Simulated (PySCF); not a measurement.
Several structures and their simulated spectra, in scrambled order.

A. SMILES N(=C)[Si](N)(P)P
B. `O=C(O)[SiH2]/C(F)=C/[SiH2]O[SiH3]`
C. SMILES FC(F)(F)C[SiH2]P([SiH3])[SiH3]

Spectrum 1. $^{1}$H NMR (300 MHz, computed): δ 4.59 (m, 2H), 4.12 (m, 6H), 1.79 (m, 2H). $^{13}$C{$^{1}$H} NMR (computed): δ 136.3 (C), 23.1 (CH2).

Spectrum 2. $^{1}$H NMR (300 MHz, computed): δ 7.19 (m, 1H), 7.02 (br s, 1H), 5.63 (d, 2H), 5.20 (s, 3H), 4.64 (m, 2H). $^{13}$C{$^{1}$H} NMR (computed): δ 183.8 (C), 179.1 (C), 133.6 (CH).

Spectrum 3. $^{1}$H NMR (300 MHz, computed): δ 8.57 (m, 1H), 8.47 (m, 1H), 1.21 (m, 4H), 0.68 (br s, 2H). $^{13}$C{$^{1}$H} NMR (computed): δ 172.7 (CH2).

PySCF 2.14.0 with density-fitted response routines calculation with σ from GIAO-PBE0/pcSseg-1 and geometry from GFN2-xTB; relativity neglected, rapidly exchanging positions averaged, a single conformation, in vacuum.

δ = σ(ref) − σ, references computed at the same level: $^{1}$H and $^{13}$C vs TMS. Splittings of carbon signals by F and P are missing where no couplings were computed. Where no couplings were computed, multiplicities follow the n + 1 count of equivalent neighbours, and m marks all less simple cases (inequivalent or close neighbours, rings, F or P nearby). Acid and N–H amide carbonyl carbons lie up to 10 ppm further downfield in solution (hydrogen bonding). Shifts are as computed. Against solution values, carbons near 30 ppm lie about +3 ppm off and those near 130 ppm about +5 ppm. Of 1309 compounds with measured shifts, 239 miss one by over three times the rms of a fit or turn the order of signals round; such compounds aren't used in these exercises. OH and NH positions are gas-phase values without hydrogen bonding to other molecules.

Match each spectrum to its structure.

Answers

1–C, 2–B, 3–A.

- Spectrum 1 (C): 2 $^{13}$C signals; δC 136.3 is a CF3 carbon; δC 23.1 is an sp3 CH2 bonded to Si.
- Spectrum 2 (B): 3 $^{13}$C signals; δC 133.6 is an alkene CH; δH 7.19 is the hydrogen on an alkene CH.
- Spectrum 3 (A): a single $^{13}$C signal, at 172.7 ppm (C=N carbon); δH 0.68 is the hydrogen on a nitrogen bonded to Si; δH 8.57 is the hydrogen on a C=N carbon.
